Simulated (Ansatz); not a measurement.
Bond stretch in MgH, doublet.

- ROHF/def2-TZVP (Ansatz, a quantum-chemistry and plane-wave program)
- ROMP2 = MP2 on ROHF/def2-TZVP, frozen core in Ansatz
- ROCCSD = CCSD on ROHF/def2-TZVP, frozen core run with Ansatz
- ROCCSD(T) = CCSD(T) on ROHF/def2-TZVP, frozen core in Ansatz
- UHF/def2-TZVP (Ansatz)
- UMP2 = MP2 on UHF/def2-TZVP, frozen core run with Ansatz
- UCCSD = Ansatz with CCSD on UHF/def2-TZVP, frozen core
- UCCSD(T) = CCSD(T) on UHF/def2-TZVP, frozen core run with Ansatz
- UKS-B3LYP = Ansatz with unrestricted B3LYP/def2-TZVP
- UKS-CAM-B3LYP = unrestricted CAM-B3LYP/def2-TZVP (Ansatz)
- UKS-PBE = Ansatz with unrestricted PBE/def2-TZVP
- FCI = full CI/def2-TZVP, frozen core (Ansatz)

All curves are set to zero at 1.74 Å and compared with full CI in the same basis at 1.74, 1.79, 1.85, 1.90, 2.00, 2.17, 2.36, 2.61, 2.87, 3.16, 3.47, 3.82, 4.26, 4.69, 5.25, 6.08, 6.94 Å.

Order the methods by the spread of their error (largest minus smallest) over these points.

UCCSD(T) has the smallest spread and ROHF the largest. In order (mEh): UCCSD(T) 0.26, ROCCSD(T) 0.45, UCCSD 0.76, ROCCSD 1.60, UHF 4.80, UMP2 5.99, UKS-CAM-B3LYP 7.53, UKS-PBE 8.33, ROMP2 8.45, UKS-B3LYP 8.68, ROHF 13.35.

Errors against full CI at some of the points (mEh):

| method | 2.17 Å | 2.61 Å | 3.47 Å | 4.26 Å | 6.94 Å |
|---|---|---|---|---|---|
| UCCSD(T) | 0.1 | 0.0 | -0.2 | -0.2 | -0.2 |
| ROCCSD(T) | 0.2 | 0.1 | -0.2 | -0.2 | -0.2 |
| UCCSD | 0.2 | -0.1 | -0.5 | -0.6 | -0.6 |
| ROCCSD | 0.5 | 0.0 | -0.6 | -0.7 | -0.7 |
| UHF | 1.5 | -0.5 | -3.0 | -3.2 | -3.3 |
| UMP2 | 3.3 | 6.0 | 2.0 | 0.8 | 0.7 |
| UKS-CAM-B3LYP | 0.4 | 0.7 | 5.6 | 7.2 | 7.5 |
| UKS-PBE | -2.5 | -3.2 | 3.6 | 4.8 | 5.0 |
| ROMP2 | 3.8 | 8.4 | 0.8 | 0.3 | 0.3 |
| UKS-B3LYP | -1.1 | -1.9 | 4.2 | 6.5 | 6.8 |
| ROHF | 4.4 | 9.0 | -3.3 | -4.2 | -4.4 |

The T1 diagnostic of CCSD on the restricted reference of ROMP2, ROCCSD, ROCCSD(T) exceeds 0.045 at 2.00 to 3.16 Å. The unrestricted determinant behind UHF, UMP2, UCCSD, UCCSD(T) is spin-contaminated at 2.36 to 3.16 Å (<S²> up to 0.9, against 0.75 for a pure doublet).
